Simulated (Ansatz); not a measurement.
Geometry optimisation, Ansatz 0.2.0, RHF/6-31G*.

Input:

```yaml
crystal:
  periodic: [false, false, false]
  atoms:
    - { symbol: Al, position_ang: [1.472101, -1.059593, 0.747187] }
    - { symbol: O, position_ang: [1.764987, -0.309592, -0.856674] }
    - { symbol: F, position_ang: [1.299488, -2.675988, 0.844773] }
    - { symbol: F, position_ang: [1.784146, -0.176651, 2.075932] }
    - { symbol: H, position_ang: [-1.63585, 0.438025, 0.014417] }
    - { symbol: "N", position_ang: [-1.621394, -0.260818, 0.743808] }
    - { symbol: H, position_ang: [0.243198, 1.272741, -1.412648] }
    - { symbol: O, position_ang: [-0.561932, 1.789684, -1.457462] }
    - { symbol: H, position_ang: [1.768103, -0.889394, -1.606166] }
    - { symbol: H, position_ang: [-1.91353, 0.17358, 1.598243] }
    - { symbol: H, position_ang: [-2.289168, -0.971631, 0.516757] }
    - { symbol: H, position_ang: [-0.31015, 2.669637, -1.208165] }
basis:
  gaussian: { orbitals: "6-31G*" }
hamiltonian:
  xc: hf
relax:
  f_tol: 0.03
  max_steps: 50
```

Command:

```bash
$ ansatz run input.yaml --threads 2 --pin off --max-ram 3072MiB --backend cpu --events-out ev --progress --plain --runs-dir out
```

Task: Where does it end, and by what steps?

Result: The run converged. After 9 steps the energy has fallen by 1.519 eV; Al1 moved furthest, 0.68 Å. Joined: Al1–N6.

| step | energy less start (eV) | largest force component (eV/Å) | accepted |
| --- | --- | --- | --- |
| 0 | 0.0000 | 2.028 | yes |
| 1 | -0.2943 | 1.054 | yes |
| 2 | -0.6972 | 0.791 | yes |
| 3 | -1.2171 | 0.985 | yes |
| 4 | -1.3534 | 2.265 | yes |
| 5 | -1.4480 | 0.379 | yes |
| 6 | -1.4854 | 0.675 | yes |
| 7 | -1.4941 | 0.447 | yes |
| 8 | -1.4569 | 0.795 | no |
| 9 | -1.5190 | 0.026 | yes |

```xyz
12
Properties=species:S:1:pos:R:3
Al 0.821 -0.878 0.682
O 1.366 -0.216 -0.820
F 0.716 -2.528 0.715
F 1.389 -0.164 2.059
H -1.226 0.489 0.098
N -1.098 -0.294 0.731
H 0.181 1.141 -1.445
O -0.621 1.663 -1.379
H 1.898 -0.736 -1.404
H -1.366 -0.008 1.657
H -1.715 -1.037 0.448
H -0.345 2.569 -1.343
```

Time of the run: 15 s on 2 threads of Intel(R) Xeon(R) Platinum 8375C CPU @ 2.90GHz (Ice Lake) (shared host), peak memory 0.23 GiB.
